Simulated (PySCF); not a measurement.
Compound: C₇HN.
SMILES with atom numbers: `[CH:1]#[C:2][C:3]#[C:4][C:5]#[C:6][C:7]#[N:8]` (hydrogens: H9 on C1)

The same species was optimised twice, with GFN2-xTB and with PBE0-D3(BJ)/def2-SVP (PySCF), and the same property calculations (PySCF, gas phase) were run on both structures.

```json
{"coordinate": "C4–C5 (Å)", "GFN2-xTB": "1.337", "PBE0-D3(BJ)/def2-SVP": "1.354", "change": "+0.017"}
{"coordinate": "C6–C7 (Å)", "GFN2-xTB": "1.352", "PBE0-D3(BJ)/def2-SVP": "1.367", "change": "+0.015"}
{"coordinate": "C2–C3 (Å)", "GFN2-xTB": "1.347", "PBE0-D3(BJ)/def2-SVP": "1.361", "change": "+0.014"}
{"coordinate": "C7≡N8 (Å)", "GFN2-xTB": "1.152", "PBE0-D3(BJ)/def2-SVP": "1.165", "change": "+0.013"}
{"coordinate": "C1≡C2 (Å)", "GFN2-xTB": "1.208", "PBE0-D3(BJ)/def2-SVP": "1.219", "change": "+0.011"}
{"coordinate": "C3≡C4 (Å)", "GFN2-xTB": "1.220", "PBE0-D3(BJ)/def2-SVP": "1.228", "change": "+0.008"}
{"coordinate": "C5≡C6 (Å)", "GFN2-xTB": "1.221", "PBE0-D3(BJ)/def2-SVP": "1.226", "change": "+0.005"}
{"coordinate": "C2–C3–C4 (°)", "GFN2-xTB": "179.9", "PBE0-D3(BJ)/def2-SVP": "180.0", "change": "+0.1"}
{"coordinate": "C5–C6–C7 (°)", "GFN2-xTB": "179.9", "PBE0-D3(BJ)/def2-SVP": "180.0", "change": "+0.1"}
{"coordinate": "C6–C7–N8 (°)", "GFN2-xTB": "180.0", "PBE0-D3(BJ)/def2-SVP": "180.0", "change": "0.0"}
{"coordinate": "C4–C5–C6 (°)", "GFN2-xTB": "180.0", "PBE0-D3(BJ)/def2-SVP": "180.0", "change": "0.0"}
{"coordinate": "C3–C4–C5 (°)", "GFN2-xTB": "179.9", "PBE0-D3(BJ)/def2-SVP": "180.0", "change": "+0.1"}
{"coordinate": "C1–C2–C3 (°)", "GFN2-xTB": "180.0", "PBE0-D3(BJ)/def2-SVP": "180.0", "change": "0.0"}
```

Rotational constants: B = 570.6 MHz (linear) (GFN2-xTB) against B = 560.3 MHz (linear) (PBE0-D3(BJ)/def2-SVP). Point groups within 0.08 Å: C∞v and C∞v.

On the GFN2-xTB structure: HOMO (eV) -7.89 [PBE0/pcSseg-1]; LUMO (eV) -3.01 [PBE0/pcSseg-1]; dipole (D) 5.33 [PBE0/pcSseg-1]; GIAO shielding of C1 (ppm) 111.9 [PBE0/pcSseg-1]; GIAO shielding of C2 (ppm) 112.5 [PBE0/pcSseg-1]; GIAO shielding of C3 (ppm) 116.3 [PBE0/pcSseg-1]; GIAO shielding of C4 (ppm) 121.6 [PBE0/pcSseg-1]; GIAO shielding of C5 (ppm) 114.4 [PBE0/pcSseg-1]; GIAO shielding of C6 (ppm) 132.7 [PBE0/pcSseg-1]; GIAO shielding of C7 (ppm) 74.3 [PBE0/pcSseg-1]; GIAO shielding of N8 (ppm) -41.7 [PBE0/pcSseg-1].

Problem. What do these properties become on the PBE0-D3(BJ)/def2-SVP structure?

Solution. 
| property | level | on GFN2-xTB | on PBE0-D3(BJ)/def2-SVP | change |
| --- | --- | --- | --- | --- |
| HOMO (eV) | PBE0/pcSseg-1 | -7.89 | -7.90 | -0.01 |
| LUMO (eV) | PBE0/pcSseg-1 | -3.01 | -3.03 | -0.02 |
| dipole (D) | PBE0/pcSseg-1 | 5.33 | 5.38 | +0.05 |
| energy, GFN2-xTB geometry as zero (kcal/mol) | PBE0/pcSseg-1 | 0.0 | 0.1 | +0.1 |
| GIAO shielding of C1 (ppm) | PBE0/pcSseg-1 | 111.9 | 110.6 | -1.3 |
| GIAO shielding of C2 (ppm) | PBE0/pcSseg-1 | 112.5 | 111.7 | -0.8 |
| GIAO shielding of C3 (ppm) | PBE0/pcSseg-1 | 116.3 | 115.6 | -0.7 |
| GIAO shielding of C4 (ppm) | PBE0/pcSseg-1 | 121.6 | 121.0 | -0.6 |
| GIAO shielding of C5 (ppm) | PBE0/pcSseg-1 | 114.4 | 114.3 | -0.1 |
| GIAO shielding of C6 (ppm) | PBE0/pcSseg-1 | 132.7 | 131.7 | -1.0 |
| GIAO shielding of C7 (ppm) | PBE0/pcSseg-1 | 74.3 | 72.2 | -2.1 |
| GIAO shielding of N8 (ppm) | PBE0/pcSseg-1 | -41.7 | -46.1 | -4.4 |

The heavy atoms differ by 0.026 Å rms after alignment. Among bonds between heavy atoms C4–C5 changes most (+0.017 Å). Changes are differences of the printed values. Neither structure is proved a minimum here.
